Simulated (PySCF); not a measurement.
ClF₂GeH₂N, SMILES [Cl][Ge]([NH2])([F])[F].

Geometry optimised at PBE-D3(BJ)/def2-SVP. The structure was generated by enumeration, and PubChem lists no compound with its InChIKey, so it may never have been made. The values are those of a single conformer.

All values below come from PySCF with CAM-B3LYP/def2-TZVP.

```yaml
total_energy: -2793.19074 hartree
highest_occupied_level: -10.46 eV
lowest_empty_level: -0.20 eV
orbital_gap: 10.26 eV
dipole_moment: 3.08 D
quadrupole, principal values (traceless, Buckingham form, about the centre of nuclear charge): -8.36, -0.88, 9.24 D·Å
mean_static_polarisability: 44.5 bohr³ (6.59 Å³)
polarisability_principal_values: 37.4, 42.8, 53.3 bohr³
```
